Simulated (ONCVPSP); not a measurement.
**platinum (Pt), ONCV: configuration errors across variants**

- Element: platinum (Pt)
- Generator: ONCVPSP 4.0.1
- Type: optimised norm-conserving Vanderbilt (ONCV)
- Functional: Wu-Cohen
- Relativity: scalar-relativistic
- Frozen core: [Kr] 4d10 4f14
- Valence charge: 18
- Reference configuration: 5s2 5p6 5d9 6p1
- Partial waves: 5s: rc 1.15 bohr, ncon 4, nbas 9, qcut 4.4 1/bohr, 3 projectors, debl 1.8 Ha; 5p+6p: rc 1.55 bohr, ncon 5, nbas 9, qcut 7.8 1/bohr, 2 projectors; 5d: rc 1.85 bohr, ncon 4, nbas 8, qcut 7.7 1/bohr, 1 projector
- Local potential: polynomial inside 1.00 bohr (lpopt 4, dvloc0 3 Ha)
- Core correction: polynomial model core, fcfact 0.45

In the s channel the program set the typed energies aside and used -3.820, 0.250, 2.050 Ha.

All-electron excitation energies from the reference (eV): (1) 5s2 5p6 5d9 6s1 6p0 -5.185; (2) 5s2 5p6 5d9 6p0 4.047; (3) 5s2 5p6 5d8 6p0 24.049; (4) 5s2 5p6 5d8 6s2 6p0 -4.212.

A true bound ghost makes a file unfit for plane-wave use even where its test errors are small: the radial tests pick states by their node count and pass the ghost by.

Errors AE − PS in meV (a dash: test not solved or not reliable):

| change | (1) | (2) | (3) | (4) | bound ghosts | GHOST(+) flags above zero |
| --- | --- | --- | --- | --- | --- | --- |
| base | -0.1 | -2.0 | -3.2 | -6.6 | s | none |
| p: qcut 5.1 | 0.0 | -2.0 | -3.2 | -6.5 | s | none |
| p: qcut 6 | 0.0 | -2.0 | -3.2 | -6.5 | s | none |
| p: qcut 7.2 | -0.1 | -2.0 | -3.2 | -6.6 | s | none |
| p: qcut 9.1 | -0.2 | -1.9 | -3.2 | -6.7 | s | none |
| p: qcut 10.1 | -0.3 | -1.9 | -3.2 | -6.7 | s | none |

Q: Give the same row for: p: qcut 11.2.

A: -0.3, -1.9, -3.2, -6.7; bound ghosts: s; GHOST(+) flags above zero: none.
